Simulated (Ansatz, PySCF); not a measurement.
This PySCF input computes a CAM-B3LYP/def2-TZVPD energy:

```python
from pyscf import gto, scf, dft

mol = gto.M(
    atom='''
    Pb    0.00370110   -0.00395228    0.48272304
    Cl    1.30562040    1.59907514   -1.16127885
    Cl   -1.32347278   -1.58001119   -1.16714994
    ''',
    basis='def2-tzvpd',
    ecp='def2-tzvp',
    charge=-1,
    spin=1,
    verbose=4,
)

mf = dft.UKS(mol, xc='camb3lyp').density_fit(auxbasis='def2-universal-jkfit')
mf.grids.level = 3
mf.conv_tol = 1e-9
mf.max_cycle = 100
mf.max_memory = 1500
mf.kernel()
if not mf.converged:
    mf = mf.newton()
    mf.kernel(mf.make_rdm1())
for _ in range(2):
    mo, _, stable, _ = mf.stability(return_status=True)
    if stable:
        break
    mf.kernel(mf.make_rdm1(mo, mf.mo_occ))
mf.analyze()
```

Write an input for the same energy in Ansatz (an electronic-structure program) and say what it gives.


Ansatz 0.2 input:
```yaml
crystal:
  periodic: [false, false, false]
  atoms:
    - {symbol: Pb, position_ang: [0.00370110, -0.00395228, 0.48272304]}
    - {symbol: Cl, position_ang: [1.30562040, 1.59907514, -1.16127885]}
    - {symbol: Cl, position_ang: [-1.32347278, -1.58001119, -1.16714994]}
basis:
  gaussian:
    orbitals: def2-TZVPD
hamiltonian:
  xc: {name: CAM-B3LYP}
total_charge: -1
magnetization: {spin_polarized: true, initial_magnetization: 1}
output: {forces: true}
```
It gives -1113.47965 Eh, and PySCF -1113.47968 Eh, a difference of 0.03 mEh, from the treatment of integrals and grids.
